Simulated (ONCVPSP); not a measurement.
An all-electron radial function and its pseudo partner (Cu)

Columns: radius, all-electron u(r) and pseudo u(r) of the 3p shell (level -72.00 eV) of copper in the configuration [Ne] 3s2 3p6 3d10 4s1; PBEsol, scalar-relativistic, ONCV scheme, ONCVPSP 4.0.1.

```
r (bohr)  all-electron  pseudo
   0.060       -0.4109  0.0298
   0.120       -0.6539  0.1176
   0.180       -0.5015  0.2542
   0.240       -0.1381  0.4231
   0.300        0.2707  0.6098
   0.360        0.6319  0.7968
   0.420        0.9081  0.9631
   0.480        1.0939  1.0963
   0.540        1.1996  1.1909
   0.600        1.2412  1.2378
   0.660        1.2345  1.2340
   0.720        1.1943  1.1940
   0.780        1.1322  1.1320
   0.840        1.0571  1.0569
   0.900        0.9755  0.9753
   0.960        0.8920  0.8918
   1.020        0.8097  0.8095
   1.080        0.7308  0.7306
   1.140        0.6564  0.6563
   1.200        0.5873  0.5872
   1.260        0.5238  0.5237
   1.320        0.4659  0.4658
   1.380        0.4134  0.4133
   1.440        0.3662  0.3661
   1.500        0.3238  0.3237
   1.560        0.2859  0.2859
```

(1) How many radial nodes do the two functions have?

(2) At about which radius was the pseudo-wave matched?

(3) Where does each function peak?

(4) Is the pseudo-wave norm-conserving?

## Answers

(1) The all-electron 3p function has n − l − 1 = 1; the pseudo-wave has 0, since the states of the same l below it are removed with the core.

(2) 0.70 bohr, where the columns begin to agree (steps of 0.06 bohr).

(3) Outermost all-electron maximum near 0.60 bohr, pseudo maximum near 0.60 bohr (to the table’s step).

(4) Yes: the ONCV scheme keeps the norm inside the radius equal to the all-electron one, which fixes the energy derivative of the logarithmic derivative at the level.
